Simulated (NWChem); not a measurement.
System: CdSiH3Cl; SMILES [SiH3][Cd][Cl]

Results from NWChem. The level has its own optimisation; frequencies are unscaled.

Problem. What does the run give for Hartree-Fock/STO-3G (all-electron, non-relativistic)? Quantities: r Cd–Cl (Å); r Cd–Si (Å); r H–Si (Å); highest harmonic frequency (cm⁻¹); lowest (cm⁻¹); zero-point energy (kcal/mol).

Solution. 
```
Quantity                           Result
---------------------------------  ------
r Cd–Cl (Å)                         2.206
r Cd–Si (Å)                         2.391
r H–Si (Å)                          1.426
highest harmonic frequency (cm⁻¹)    2885
lowest (cm⁻¹)                          95
zero-point energy (kcal/mol)         20.8
```
